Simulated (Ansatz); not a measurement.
Reaction (atomization): `O[SiH2]OP` → 5 H• + 2 O• + P• + Si•

Program: Ansatz. Geometries: PBE0-D4/def2-TZVP. ΔE: electronic, gas phase. CCSD(T)/CBS is the MP2 limit (def2-TZVPP, def2-QZVPP) plus CCSD(T) − MP2 in def2-TZVPP, frozen cores. This one scheme is used for every species, atoms too. DFT in def2-TZVPP. B3LYP here is the variant with VWN-RPA as its local correlation; programs differ in this. Open shells (•) are unrestricted, without spin–orbit coupling. Spin–orbit coupling would lower the free atoms: a little for O, Si. Each species was taken in one conformer, which may not be the lowest.

| level | ΔE (kcal/mol) |
| --- | --- |
| BHLYP-D4 | 708.6 |
| B3LYP | 723.7 |

(1) What does CCSD(T)/CBS give? (An estimate is asked.)

Largest T1 diagnostic among the species: 0.013.

## Answers

(1) Ansatz gave: +734.3 kcal/mol. The listed levels differ from it by -25.7, -10.6 kcal/mol.

In def2-TZVPP, CCSD(T) changes the Hartree–Fock value by +196.6 kcal/mol (the triples alone add +10.2 kcal/mol) and MP2 by +206.4 kcal/mol; breaking electron pairs costs correlation energy, which Hartree–Fock lacks. From PBE to PBE0 (25 % exact exchange), in def2-TZVPP and without D4, ΔE moves by −13.8 kcal/mol: exact exchange takes away binding that semilocal exchange gives to molecules. The D4 term adds +6.9 kcal/mol with B3LYP and +3.6 kcal/mol with PBE0; it sums over pairs of atoms, weighted by their polarisabilities, and B3LYP, whose exchange is more repulsive, gets the larger term.

For atomizations the MP2-based limit and the directly extrapolated one differ by several kJ/mol either way, and by 10 to 25 for some Ge, Se and Sn compounds, so smaller differences from it don't rank the levels.
